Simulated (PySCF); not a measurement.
Selenacyclopentane, C4H8Se.
SMILES: `C1CC[Se]C1`

Level: wB97X-D/def2-SVPD in PySCF, non-relativistic, on one gas-phase PBE0-D3(BJ)/def2-SVP geometry that isn't relaxed in the solvent. The solvent is an IEF-PCM continuum (van der Waals radii × 1.2), and excitations are vertical TDDFT with non-equilibrium linear response and a frozen core. Only the electrostatic response of the medium enters. Spin–orbit coupling is left out although an atom past zinc is present.

Gas-phase singlets (H = HOMO, L = LUMO):

```json
{"state": "S1", "E (eV)": "4.487", "λ (nm)": "276", "f": "0.000", "leading configurations": "H→L 84%, H→L+4 14%"}
{"state": "S2", "E (eV)": "5.702", "λ (nm)": "217", "f": "0.029", "leading configurations": "H→L+1 59%, H→L+2 30%"}
{"state": "S3", "E (eV)": "5.992", "λ (nm)": "207", "f": "0.039", "leading configurations": "H→L+2 59%, H→L+1 27%"}
{"state": "S4", "E (eV)": "6.374", "λ (nm)": "195", "f": "0.044", "leading configurations": "H→L+3 98%"}
{"state": "S5", "E (eV)": "6.782", "λ (nm)": "183", "f": "0.000", "leading configurations": "H→L+4 75%, H→L 15%"}
```

Question: How does the list change in benzene (ε = 2.271)?

Answer: 
```csv
state,E (eV),λ (nm),f,leading configurations,change by rank (eV)
S1,4.519,274,0.000,"H→L 85%, H→L+4 14%",+0.032
S2,5.668,219,0.053,"H→L+1 81%, H→L+2 10%",-0.034
S3,6.030,206,0.055,"H→L+2 77%, H→L+5 10%",+0.038
S4,6.409,193,0.068,H→L+3 98%,+0.035
S5,6.882,180,0.000,"H→L+4 79%, H→L 14%",+0.100
```

Question: Give the list for methanol (ε = 32.61), n² = 1.77.

Answer: 
| state | E (eV) | λ (nm) | f | leading configurations | change by rank (eV) |
| --- | --- | --- | --- | --- | --- |
| S1 | 4.601 | 269 | 0.000 | H→L 86%, H→L+4 14% | +0.114 |
| S2 | 5.670 | 219 | 0.057 | H→L+1 88% | -0.032 |
| S3 | 6.168 | 201 | 0.061 | H→L+2 83%, H→L+5 9% | +0.176 |
| S4 | 6.484 | 191 | 0.072 | H→L+3 98% | +0.110 |
| S5 | 7.009 | 177 | 0.000 | H→L+4 82%, H→L 13% | +0.227 |

Question: The ground-state energy changes by -0.133 eV from gas to methanol. By how much does the total energy of gas-phase S1 change?

Answer: E(S1) = E(S0) + excitation energy, so it changes by -0.133 + 0.114 = -0.019 eV: it is lowered less than the ground state, which is what a blue shift means. This is the vertical state, with the slow part of the continuum still set for S0.

Question: How do the frontier levels move from gas to methanol?

Answer: 
```
orbital  gas (eV)  solvent (eV)  change (eV)
 LUMO+2      2.24          2.37        +0.13
 LUMO+1      2.14          1.97        -0.17
   LUMO      1.66          1.62        -0.04
   HOMO     -7.75         -7.93        -0.18
 HOMO-1    -10.19        -10.22        -0.03
 HOMO-2    -11.25        -11.16        +0.09
 HOMO-3    -11.43        -11.18        +0.25
```

The HOMO–LUMO gap goes from 9.41 to 9.55 eV.

The pairwise dispersion term of wB97X-D wasn't added to the energies; at a given geometry it leaves orbitals and properties as they are.
